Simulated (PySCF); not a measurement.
**Distorted geometries of [WOF5]−**

[WOF5]− (singlet). PySCF 2.14.0, RKS BP86, W def2-SVP with ECP60, O def2-SVP, F def2-SVP; non-relativistic Hamiltonian with scalar-relativistic core potentials where named; density fitting; no spin-orbit coupling. Relaxed geometry:

```xyz
7

W     0.0705   -0.0439    0.0486
O     1.2895   -0.7441    1.0783
F    -0.0540    1.5899    1.0275
F    -1.3905   -0.7454    1.0561
F     1.3219    0.7807   -1.1330
F    -1.3194    0.7335   -1.1223
F    -0.0210   -1.5491   -1.1223
```

Question: Order these distorted geometries by energy above the relaxed one, lowest first.
A.
```xyz
7

W     0.0990   -0.0763    0.0001
O     1.2766   -0.7800    1.0830
F    -0.0805    1.6581    1.0427
F    -1.3712   -0.7577    1.0868
F     1.3278    0.8031   -1.1419
F    -1.3321    0.7187   -1.1414
F    -0.0227   -1.5442   -1.0965
```
B.
```xyz
7

W     0.0628   -0.0486    0.0817
O     1.3177   -0.7599    1.0897
F    -0.0391    1.5621    0.9918
F    -1.4130   -0.7572    1.0310
F     1.2983    0.7798   -1.1272
F    -1.3168    0.7119   -1.1016
F    -0.0129   -1.4663   -1.1326
```
C.
```xyz
7

W    -0.0989   -0.0889    0.0896
O     1.4484   -0.8476    1.1243
F    -0.0464    1.6542    0.8988
F    -1.4676   -0.8218    0.9209
F     1.3835    0.7321   -1.0521
F    -1.3002    0.8640   -1.0472
F    -0.0219   -1.4703   -1.1014
```

Answer: B (0.10 eV), A (0.26 eV), C (2.05 eV).

Question: Which forces (eV/Å) act in the one that lies 0.26 eV up?

Answer: 
```
W   -1.31  3.00  3.22
O   -0.06  0.26 -0.37
F    0.28 -1.84 -1.09
F    0.61  0.33 -0.64
F    0.19 -0.05 -0.13
F    0.33 -0.27  0.22
F   -0.04 -1.43 -1.21
```
Forces carry noise of the integration grid, about 0.01 to 0.03 eV/Å.
